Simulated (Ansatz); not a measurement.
Geometry optimisation of BiH2(iPr) (C₃H₉Bi).

```yaml
crystal:
  periodic: [false, false, false]
  atoms:
    - {symbol: Bi, position_ang: [0.975240, 1.718910, 0.933940]}
    - {symbol: C, position_ang: [0.009970, -0.000440, -0.255980]}
    - {symbol: C, position_ang: [-1.485330, -0.051150, 0.015050]}
    - {symbol: C, position_ang: [0.677550, -1.321880, 0.090780]}
    - {symbol: H, position_ang: [2.423940, 1.677910, -0.094380]}
    - {symbol: H, position_ang: [0.282830, 2.933270, -0.162300]}
    - {symbol: H, position_ang: [0.178540, 0.224470, -1.306810]}
    - {symbol: H, position_ang: [-1.958070, 0.891350, -0.252360]}
    - {symbol: H, position_ang: [-1.683800, -0.248920, 1.067900]}
    - {symbol: H, position_ang: [-1.954750, -0.844890, -0.568430]}
    - {symbol: H, position_ang: [0.228080, -2.140330, -0.474460]}
    - {symbol: H, position_ang: [1.739410, -1.289910, -0.144080]}
    - {symbol: H, position_ang: [0.566410, -1.548410, 1.151130]}
basis:
  gaussian: {orbitals: def2-SVP}
hamiltonian: {xc: pbe0, dispersion: d4}
scf: {lower_state_search: "off"}
output: {orbitals: {seedname: orbitals}}
relax: {f_tol: 0.02, max_steps: 100}
```

```sh
$ ansatz run in.yaml --threads 2 --pin off --events-out ev --progress --plain --max-ram 4352MiB
```

Shortened log:

```
Functional definition: PBE0
  name "PBE0"
  cite "Adamo & Barone, J. Chem. Phys. 110, 6158 (1999) doi:10.1063/1.478522"
  cite "Perdew, Burke & Ernzerhof, Phys. Rev. Lett. 77, 3865 (1996) doi:10.1103/PhysRevLett.77.3865"
  parent pbe
  parameter a = 0.25
  parameter kappa = 0.804
  parameter beta = 0.06672455060314922
  exchange = (1 - a)*pbe_x(kappa = kappa, mu = beta*pi^2/3) + a*exact_x
  correlation = pbe_c(beta = beta)
these checks for a lower state are left out or cut short: stability, starts, cluster_reference, orbital_swaps, neighbouring_geometries, increment
mean field -9091.25339713 eV, -334.0974000717 hartree, gradient 4.5e-6 eV, S^2 0.000000; 0 other end points of the search recorded, 0 dependent functions left out
the calculation of the forces begins
relax step   1: F+E_penalty+E_count = -9091.50274856 eV  Δ(F+E_penalty+E_count) = +0.000e0 eV  max|allowed force component| = 6.703e-1 eV/Å  Δτ_max = 0.0000 Å  (14 SCF iters, accepted)
these checks for a lower state are left out or cut short: stability, starts, cluster_reference, orbital_swaps, neighbouring_geometries, increment
mean field -9091.26729075 eV, -334.0979106527 hartree, gradient 1.2e-6 eV, S^2 0.000000; 0 other end points of the search recorded, 0 dependent functions left out
the calculation of the forces begins
relax step   2: F+E_penalty+E_count = -9091.51497726 eV  Δ(F+E_penalty+E_count) = -1.223e-2 eV  max|allowed force component| = 3.409e-1 eV/Å  Δτ_max = 0.1114 Å  (19 SCF iters, accepted)
these checks for a lower state are left out or cut short: stability, starts, cluster_reference, orbital_swaps, neighbouring_geometries, increment
mean field -9091.29403869 eV, -334.0988936214 hartree, gradient 1.4e-6 eV, S^2 0.000000; 0 other end points of the search recorded, 0 dependent functions left out
the calculation of the forces begins
relax step   3: F+E_penalty+E_count = -9091.54281513 eV  Δ(F+E_penalty+E_count) = -2.784e-2 eV  max|allowed force component| = 1.888e-1 eV/Å  Δτ_max = 0.0705 Å  (20 SCF iters, accepted)
these checks for a lower state are left out or cut short: stability, starts, cluster_reference, orbital_swaps, neighbouring_geometries, increment
mean field -9091.29646022 eV, -334.0989826112 hartree, gradient 1.3e-6 eV, S^2 0.000000; 0 other end points of the search recorded, 0 dependent functions left out
the calculation of the forces begins
relax step   4: F+E_penalty+E_count = -9091.54505929 eV  Δ(F+E_penalty+E_count) = -2.244e-3 eV  max|allowed force component| = 6.025e-2 eV/Å  Δτ_max = 0.0152 Å  (20 SCF iters, accepted)
these checks for a lower state are left out or cut short: stability, starts, cluster_reference, orbital_swaps, neighbouring_geometries, increment
mean field -9091.29657359 eV, -334.0989867774 hartree, gradient 9.5e-7 eV, S^2 0.000000; 0 other end points of the search recorded, 0 dependent functions left out
the calculation of the forces begins
relax step   5: F+E_penalty+E_count = -9091.54516623 eV  Δ(F+E_penalty+E_count) = -1.069e-4 eV  max|allowed force component| = 9.012e-3 eV/Å  Δτ_max = 0.0045 Å  (13 SCF iters, accepted)
Total energy: -9091.54519555 eV, -334.1081234656 hartree
Atom 0 at     0.972799     1.710068     0.928063 Å, force     0.003826     0.006717     0.004233 eV/Å
Atom 1 at     0.000820    -0.013768    -0.259437 Å, force     0.000166     0.000250    -0.009012 eV/Å
Atom 2 at    -1.491988    -0.039824     0.014369 Å, force    -0.005015    -0.005852     0.001872 eV/Å
Atom 3 at     0.690542    -1.320774     0.087153 Å, force    -0.002733    -0.007157     0.002019 eV/Å
Atom 4 at     2.461007     1.668100    -0.083007 Å, force    -0.000227     0.000056    -0.000251 eV/Å
Atom 5 at     0.259675     2.958236    -0.154668 Å, force     0.000335    -0.000054    -0.000239 eV/Å
Atom 6 at     0.185378     0.240774    -1.314086 Å, force     0.001797     0.003243    -0.000085 eV/Å
Atom 7 at    -1.986404     0.899752    -0.277292 Å, force    -0.000354     0.000665    -0.000557 eV/Å
Atom 8 at    -1.711347    -0.217337     1.081156 Å, force    -0.000150    -0.000271    -0.000962 eV/Å
Atom 9 at    -1.978410    -0.855748    -0.551031 Å, force    -0.000044     0.001867     0.002322 eV/Å
Atom 10 at     0.242625    -2.159884    -0.476117 Å, force     0.001776     0.000868     0.002103 eV/Å
Atom 11 at     1.764882    -1.302405    -0.153200 Å, force     0.000907     0.000054    -0.000327 eV/Å
Atom 12 at     0.590442    -1.567210     1.158097 Å, force    -0.000284    -0.000386    -0.001116 eV/Å
Dipole moment:    -0.098682    -0.163991     0.078858 e Å
Checks for a lower state left out: stability, starts, cluster_reference, orbital_swaps, neighbouring_geometries, increment
```

Hardware: 2 threads of Arm Neoverse V1 on a shared host. Wall time 15 s.

In the def2 sets Bi takes a core potential; there is no spin–orbit coupling. Another isomer (singlet) lies 0.39 eV lower at PBE0-D4/def2-TZVP; other spin states weren't run for this one.
